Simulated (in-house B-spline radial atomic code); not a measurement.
Checks on a self-consistent run for Ta VIII (Ta7+), [Kr] 4d10 (4f5/2)6 (4f7/2)7 5s2 (5p1/2)2 (5p3/2)2 7s1. Computed with a radial B-spline atomic code at the basis-set limit: Dirac-Hartree-Fock, average of the jj configuration, Fermi nucleus of rms radius 5.3507 fm.

```json
{"orbital": "1s1/2", "q": "2", "ε (Eh)": "-2497.50462", "<1/r>": "85.3935", "<r²>": "0.000478691", "small-component weight": "0.075589"}
{"orbital": "2s1/2", "q": "2", "ε (Eh)": "-437.70401", "<1/r>": "20.7562", "<r²>": "0.00730892", "small-component weight": "0.017112"}
{"orbital": "2p1/2", "q": "2", "ε (Eh)": "-417.57712", "<1/r>": "20.6791", "<r²>": "0.00524596", "small-component weight": "0.017132"}
{"orbital": "2p3/2", "q": "4", "ε (Eh)": "-370.79222", "<1/r>": "17.4887", "<r²>": "0.00644463", "small-component weight": "0.015521"}
{"orbital": "3s1/2", "q": "2", "ε (Eh)": "-105.89988", "<1/r>": "7.63224", "<r²>": "0.0476355", "small-component weight": "0.0056371"}
{"orbital": "3p1/2", "q": "2", "ε (Eh)": "-97.00124", "<1/r>": "7.53318", "<r²>": "0.0439073", "small-component weight": "0.0055635"}
{"orbital": "3p3/2", "q": "4", "ε (Eh)": "-86.74731", "<1/r>": "6.71452", "<r²>": "0.0504471", "small-component weight": "0.0051108"}
{"orbital": "3d3/2", "q": "4", "ε (Eh)": "-71.93743", "<1/r>": "6.58675", "<r²>": "0.0393634", "small-component weight": "0.0049656"}
{"orbital": "3d5/2", "q": "6", "ε (Eh)": "-69.70483", "<1/r>": "6.3935", "<r²>": "0.041135", "small-component weight": "0.00484"}
{"orbital": "4s1/2", "q": "2", "ε (Eh)": "-26.21429", "<1/r>": "3.18289", "<r²>": "0.237046", "small-component weight": "0.0018204"}
{"orbital": "4p1/2", "q": "2", "ε (Eh)": "-22.52052", "<1/r>": "3.07179", "<r²>": "0.245466", "small-component weight": "0.0017322"}
{"orbital": "4p3/2", "q": "4", "ε (Eh)": "-20.08278", "<1/r>": "2.79845", "<r²>": "0.279643", "small-component weight": "0.0015706"}
{"orbital": "4d3/2", "q": "4", "ε (Eh)": "-14.01031", "<1/r>": "2.58398", "<r²>": "0.30594", "small-component weight": "0.0013805"}
{"orbital": "4d5/2", "q": "6", "ε (Eh)": "-13.49316", "<1/r>": "2.51609", "<r²>": "0.318496", "small-component weight": "0.0013337"}
{"orbital": "4f5/2", "q": "6", "ε (Eh)": "-5.85377", "<1/r>": "2.09955", "<r²>": "0.424852", "small-component weight": "0.00097078"}
{"orbital": "4f7/2", "q": "7", "ε (Eh)": "-5.74761", "<1/r>": "2.07384", "<r²>": "0.434842", "small-component weight": "0.00095274"}
{"orbital": "5s1/2", "q": "2", "ε (Eh)": "-7.03621", "<1/r>": "1.27532", "<r²>": "1.23387", "small-component weight": "0.00043406"}
{"orbital": "5p1/2", "q": "2", "ε (Eh)": "-5.82442", "<1/r>": "1.17655", "<r²>": "1.42163", "small-component weight": "0.00037998"}
{"orbital": "5p3/2", "q": "2", "ε (Eh)": "-5.42616", "<1/r>": "1.09314", "<r²>": "1.59933", "small-component weight": "0.000344"}
{"orbital": "7s1/2", "q": "1", "ε (Eh)": "-1.66745", "<1/r>": "0.363874", "<r²>": "14.7997", "small-component weight": "6.7103e-05"}
```

Electron-electron repulsion V_ee = 5525.0669 hartree.

Task: What total energy follows from the eigenvalues?

Result: The eigenvalues count the repulsion twice, so E = Σqε - V_ee = -10075.908 - 5525.067 = -15600.975 hartree; the run printed -15600.975.

Task: Does the Dirac virial theorem hold?

Result: For a point nucleus E = -2c²Σq·w, with w the small-component weight. Here Σq·w = 0.41528 and c = 137.0360, so the ratio E/(-2c²Σq·w) is 1.000246; the finite nucleus accounts for the departure from 1.

Task: What diamagnetic shielding (Lamb formula) and susceptibility (Langevin formula) do the radii give?

Result: σ = (α²/3)Σq<1/r> = 529.213/(3·137.036²) = 9393.8 ppm, and χ = -0.79199×10⁻⁶·Σq<r²> = -27.69×10⁻⁶ cm³/mol with Σq<r²> = 34.962 bohr². Both are non-relativistic formulas without the paramagnetism of open shells; for so heavy an element the full relativistic shielding is larger by tens of per cent.
